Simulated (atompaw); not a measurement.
**What one change does to a pseudopotential (selenium, PAW (atompaw))**

```
Element                 : selenium (Se)
Generator               : atompaw 4.2.0.5
Type                    : PAW
Functional              : PBE
Relativity              : scalar-relativistic
Frozen core             : [Ar] 3d10
Valence charge          : 6
Reference configuration : 4s2 4p3.75 (charge +0.25)
Partial waves           : 4s (bound): rc 1.50 bohr; 4s channel at 3.6 Ry: rc 1.50 bohr; 4p (bound): rc 1.50 bohr; 4p channel at 2.15 Ry: rc 1.50 bohr
Local potential         : bessel scheme, radius 1.45 bohr
Core correction         : smooth core density matched at 1.15 bohr
Augmentation charge     : besselshape compensation charge, radius 1.45 bohr; PAW radius 1.50 bohr; waves and projectors: custom rrkj vanderbiltortho
```

Change: local potential troulliermartins scheme with l = 2 at 0 Ry, radius 1.45 bohr.

Cutoffs: the cutoffs (Ry, on a coarse ladder) from which the occupation-weighted sum of valence levels, in a spherical-Bessel basis at the reference potential, stays within 10 and 1 mRy of its value at 400 Ry; they do not see the model core or the augmentation charge, which bear on the density cutoff.

What does the change do?

The potential gets harder (18 Ry and 35 Ry → 25 Ry and 40 Ry); a bound ghost appears in p, s, which as a rule spoils a file. A state that the projectors do not describe sees the local part alone, so a deeper or shallower local part can create or remove a ghost.

```csv
quantity,base,changed
"cutoff, loose",18 Ry,25 Ry
"cutoff, tight",35 Ry,40 Ry
loose cutoff by channel (10 mRy a level),"s 15 Ry, p 8 Ry","s 25 Ry, p 8 Ry"
bound ghosts,none,"s, p"
s: phases at 1.50 bohr within 0.05 rad from the reference energy up to (Ry; the scan ends near 5),to the end of the scan,to the end of the scan
p: phases at 1.50 bohr within 0.05 rad from the reference energy up to (Ry; the scan ends near 5),to the end of the scan,to the end of the scan
lowest overlap eigenvalue by channel,"s 0.47, p 0.62","s 0.16, p 0.26"
```

 A true bound ghost makes a file unfit for plane-wave use even where its test errors are small: the radial tests pick states by their node count and pass the ghost by. The cutoffs see the waves, projectors and local potential, not the compensation charge or the core.
